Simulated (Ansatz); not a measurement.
Ideal-gas functions of CH3BClNSe, SMILES `ClB1NC[Se]1` at 800 K and 1 bar, from an Ansatz frequency run at PBE0-D4/def2-TZVP.

Molar mass 154.27 g/mol, point group Cs (symmetry number 1), electronic degeneracy 1, moments of inertia 103.331, 314.949, 415.009 u Å². Harmonic wavenumbers (cm⁻¹, unscaled): 181, 194, 397, 450, 474, 501, 654, 865, 956, 1073, 1152, 1194, 1236, 1447, 1516, 3080, 3145, 3643.

Use S(trans) = R[1.5 ln M + 2.5 ln T − 1.1517]; rotational temperatures θ = 24.2544 K / I; S(rot) = R[ln(√π/σ · √(T³/θAθBθC)) + 1.5]; for each mode x = 1.438777 ν̃/T, S = R[x/(eˣ − 1) − ln(1 − e⁻ˣ)] and H = RT x/(eˣ − 1); 1 cm⁻¹ = 0.0119627 kJ/mol; R = 8.31446 J/(mol·K).

Question: By hand: the entropy, in J/(mol·K).

Answer: Translation 192.2. Rotation: θ = 0.2347, 0.077, 0.0584 K, giving 129.1. Vibration, mode by mode: 17.68, 17.11, 11.29, 10.30, 9.89, 9.46, 7.43, 5.43, 4.76, 4.03, 3.60, 3.39, 3.20, 2.37, 2.15, 0.21, 0.19, 0.09, in all 112.6. Electronic 0.0. Sum 433.9 J/(mol·K).

Question: By hand: H − E and G − E in kJ/mol, counted from the electronic energy.

Answer: Zero-point energy ½ × 22158 × 0.0119627 = 132.5; thermal vibration 48.0; translation, rotation and pV give 4 RT = 26.6. H − E = 207.1 kJ/mol, and G − E = 207.1 − 800 × 433.9/1000 = -140.0 kJ/mol.

Vibration gives 26 % of the entropy.
